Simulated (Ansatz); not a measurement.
Reaction (cleavage of the Si–Al bond): `[SiH3][AlH][SH]` + `BNCC=C` → `BN([SiH3])CC=C` + `[AlH2][SH]`

Isolated molecules relaxed with PBE0-D4/def2-TZVP in Ansatz; ΔE leaves out vibrations. CCSD(T)/CBS adds triple-zeta CCSD(T) − MP2 to the extrapolated MP2 energy (def2 sets, frozen cores). This one scheme is used for every species. Functionals use def2-TZVPP. HSE06 is defined as in plane-wave codes. Each species was taken in one conformer, which may not be the lowest.

```json
{"level": "r2SCANh-D4", "ΔE (kcal/mol)": "-4.4"}
{"level": "r2SCAN0-D4", "ΔE (kcal/mol)": "-4.7"}
{"level": "HSE06", "ΔE (kcal/mol)": "-0.8"}
{"level": "MP2/def2-SVP", "ΔE (kcal/mol)": "-7.3"}
```

(1) What does CCSD(T)/CBS give? (An estimate is asked.)

(2) What do rigid-rotor, harmonic-oscillator terms from PBE0-D4/def2-TZVP frequencies (298.15 K, 1 bar) make of the CCSD(T)/CBS value? (An estimate is asked.)

Largest T1 diagnostic among the species: 0.013.

## Answers

(1) The calculation gave: -6.4 kcal/mol. The listed levels differ from it by 2.0, 1.7, 5.6, -0.9 kcal/mol.

(2) The calculation gave: ΔZPE = -2.0 kcal/mol, ΔH = -8.8 kcal/mol, ΔS = -24 J/(mol·K), ΔG = -7.0 kcal/mol. Modes under 50 cm⁻¹ make the entropy rough.

At CCSD(T), def2-SVP lies +1.4 kcal/mol from the extrapolated value and def2-TZVPP +0.1 kcal/mol. From PBE to PBE0 (25 % exact exchange), in def2-TZVPP and without D4, ΔE moves by −1.6 kcal/mol.
